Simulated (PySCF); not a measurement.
First SCF of a structure search on doublet RuSe₂⁺, at a hand-made end-on geometry. PySCF input:

```python
from pyscf import gto, scf, dft
mol = gto.M(atom='''
Ru     0.000000     0.000000     0.000000
Se     0.000000     0.000000     2.482300
Se     2.035800     0.000000     3.652300''',
    basis={'Ru': 'def2-SVP', 'Se': 'def2-SVP'},
    ecp={'Ru': 'def2-SVP'},
    charge=1, spin=1)
mf = dft.UKS(mol, xc='PBE0')
mf.grids.atom_grid = (50, 194)
aux = {'Ru': 'def2-universal-JKFIT', 'Se': 'def2-universal-JKFIT'}
mf = mf.density_fit(auxbasis=aux)
mf.conv_tol = 1e-08
mf.diis_space = 10
mf.max_cycle = 60
mf.init_guess = 'minao'
mf.verbose = 4
mf.kernel()
```

Excerpt of the output (cycles alone):

```
init E= -4885.86171021164
cycle= 1 E= -4893.08423711304  delta_E= -7.22  |g|= 1.81  |ddm|= 2.23
cycle= 2 E= -4870.15226816147  delta_E= 22.9  |g|= 5.47  |ddm|= 11.5
cycle= 3 E= -4882.88593769487  delta_E= -12.7  |g|= 2.94  |ddm|= 6.92
cycle= 4 E= -4895.83807324185  delta_E=  -13  |g|= 0.924  |ddm|= 8.93
cycle= 5 E= -4894.35259172318  delta_E= 1.49  |g|=  1.4  |ddm|=  2.5
cycle= 6 E= -4895.85581046549  delta_E= -1.5  |g|= 0.95  |ddm|= 2.27
cycle= 7 E= -4896.17563231673  delta_E= -0.32  |g|= 0.661  |ddm|= 0.355
cycle= 8 E= -4896.23758611732  delta_E= -0.062  |g|= 0.583  |ddm|= 0.185
cycle= 9 E= -4896.32664865946  delta_E= -0.0891  |g|= 0.461  |ddm|= 0.21
cycle= 10 E= -4896.45422409857  delta_E= -0.128  |g|= 0.21  |ddm|= 0.522
cycle= 11 E= -4896.48209911028  delta_E= -0.0279  |g|= 0.124  |ddm|= 0.26
cycle= 12 E= -4896.50126098471  delta_E= -0.0192  |g|= 0.0241  |ddm|= 0.349
cycle= 13 E= -4896.50302867665  delta_E= -0.00177  |g|= 0.0247  |ddm|= 0.125
cycle= 14 E= -4896.50422223627  delta_E= -0.00119  |g|= 0.012  |ddm|= 0.0775
cycle= 15 E= -4896.50528526763  delta_E= -0.00106  |g|= 0.00828  |ddm|= 0.138
cycle= 16 E= -4896.50543689794  delta_E= -0.000152  |g|= 0.00463  |ddm|= 0.0222
cycle= 17 E= -4896.50566842314  delta_E= -0.000232  |g|= 0.00477  |ddm|= 0.0418
cycle= 18 E= -4896.505934963  delta_E= -0.000267  |g|= 0.0037  |ddm|= 0.0528
cycle= 19 E= -4896.50624504906  delta_E= -0.00031  |g|= 0.00336  |ddm|= 0.0689
cycle= 20 E= -4896.50648315073  delta_E= -0.000238  |g|= 0.00275  |ddm|= 0.0631
cycle= 21 E= -4896.50676491776  delta_E= -0.000282  |g|= 0.00194  |ddm|= 0.109
cycle= 22 E= -4896.50679552533  delta_E= -3.06e-05  |g|= 0.00172  |ddm|= 0.0143
cycle= 23 E= -4896.50685066165  delta_E= -5.51e-05  |g|= 0.00133  |ddm|= 0.0301
cycle= 24 E= -4896.50692526181  delta_E= -7.46e-05  |g|= 0.00109  |ddm|= 0.0488
cycle= 25 E= -4896.50697875575  delta_E= -5.35e-05  |g|= 0.000691  |ddm|= 0.0609
cycle= 26 E= -4896.5069891385  delta_E= -1.04e-05  |g|= 0.000291  |ddm|= 0.0259
cycle= 27 E= -4896.5069914211  delta_E= -2.28e-06  |g|= 0.000371  |ddm|= 0.0172
cycle= 28 E= -4896.50699154136  delta_E= -1.2e-07  |g|= 9.86e-05  |ddm|= 0.00226
cycle= 29 E= -4896.50699165332  delta_E= -1.12e-07  |g|= 4.67e-05  |ddm|= 0.00361
cycle= 30 E= -4896.50699166159  delta_E= -8.27e-09  |g|= 2.28e-05  |ddm|= 0.000529
Extra cycle  E= -4896.50699166388  delta_E= -2.3e-09  |g|= 2.31e-05  |ddm|= 0.000118
converged SCF energy = -4896.50699166388  <S^2> = 2.5310886  2S+1 = 3.3353192
```

No lower solution of this spin was found from smeared starts or by a stability analysis within the unrestricted form.

Other spin states or occupations of the open shell can lie lower.

The search for the lowest solution, 3 starts and the stability check together, took 33 s on 2 threads of a shared Arm Neoverse V2 host, with 95 basis functions; the process peaked at 0.4 GiB. Launch command: `OMP_NUM_THREADS=2 python axn.py task.json out`.
